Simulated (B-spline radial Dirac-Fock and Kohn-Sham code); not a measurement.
Binding energies of Tc⁴⁺ at several levels of theory

System: Tc⁴⁺, [Kr] 4d2 5s1 (not the ground configuration).

The density-functional columns are spherical, spin-unpolarised Dirac-Kohn-Sham results without Breit or QED terms: −ε is minus the orbital energy of the initial state and ΔSCF the difference of two total energies. The reference in the last column comes from relaxed Dirac-Fock hole states (ΔSCF) with Breit and QED corrections and a finite nucleus. All numbers are from a radial atomic solver, in eV; a selection of levels is shown. The Kohn-Sham columns are given as differences from the reference. For the 1s level of heavy atoms much of the gap between ΔSCF and the reference is the Breit and QED part, -58.7 eV here; for other levels the error of the functional can be larger.

```tsv
level	LDA −ε − DF	LDA ΔSCF − DF	Dirac-Fock
1s	-231.4	+51.7	21114.1
2s	-93.8	-42.4	3119.9
2p1/2	-69.3	-6.4	2865.8
2p3/2	-70.9	-10.6	2749.3
3s	-47.1	-27.4	617.7
3p1/2	-37.3	-17.3	519.5
3p3/2	-37.0	-17.4	499.5
3d3/2	-20.6	0.0	326.4
3d5/2	-20.8	-0.2	322.8
4p1/2	-8.8	+0.2	106.3
4p3/2	-8.9	0.0	103.1
4d	-6.2	+1.4	59.47
5s	-2.7	+1.7	43.14
```

Values without a named source are computed, but for edge energies of neutral atoms, which are taken from tables.
